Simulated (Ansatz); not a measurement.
Ansatz (an electronic-structure program) input (PBE0/def2-TZVP):

Ansatz 0.2 input:
```yaml
crystal:
  periodic: [false, false, false]
  atoms:
    - {symbol: Mo, position_ang: [0.39238693, 0.20750457, 0.10886257]}
    - {symbol: O, position_ang: [1.84295581, -0.39283238, -0.48371961]}
    - {symbol: Cl, position_ang: [-1.83669987, -0.32779605, -0.04132183]}
basis:
  gaussian:
    orbitals: def2-TZVP
hamiltonian:
  xc: {name: PBE0}
magnetization: {spin_polarized: true, initial_magnetization: 3}
relax: {f_tol: 0.003, max_steps: 100}
```

End of the output:

```
the calculation of the forces begins
reference -16421.52734312 eV, -603.4799989486 hartree; 21, 18 occupied and 87, 90 virtual orbitals, 797 factors
relax step   4: F+E_penalty+E_count = -16421.52730471 eV  Δ(F+E_penalty+E_count) = -5.795e-5 eV  max|allowed force component| = 7.240e-4 eV/Å  Δτ_max = 0.0034 Å  (47 SCF iters, accepted)
integrals: 0.03 GiB planned
797 factors; their error is unknown
mean field: 0.43 GiB planned
mean field evaluation 64: about -16421.4045 eV, gradient 1.7e-1 eV
mean field -16421.52730471 eV, -603.4799975370 hartree, gradient 1.3e-5 eV, S^2 3.783556; 2 other end points of the search recorded, 0 dependent functions left out
the calculation of the forces begins
reference -16421.52734312 eV, -603.4799989486 hartree; 21, 18 occupied and 87, 90 virtual orbitals, 797 factors
Total energy: -16421.52734312 eV, -603.4799989486 hartree
Atom 0 at     0.391332     0.207565     0.109020 Å, force     0.000566    -0.000531    -0.000447 eV/Å
Atom 1 at     1.827362    -0.392909    -0.482101 Å, force    -0.000724     0.000418     0.000382 eV/Å
Atom 2 at    -1.820051    -0.327780    -0.043098 Å, force     0.000158     0.000113     0.000065 eV/Å
Dipole moment:     0.010381     0.261725     0.189331 e Å
```

The spin state was set by rule; other spins were not relaxed.
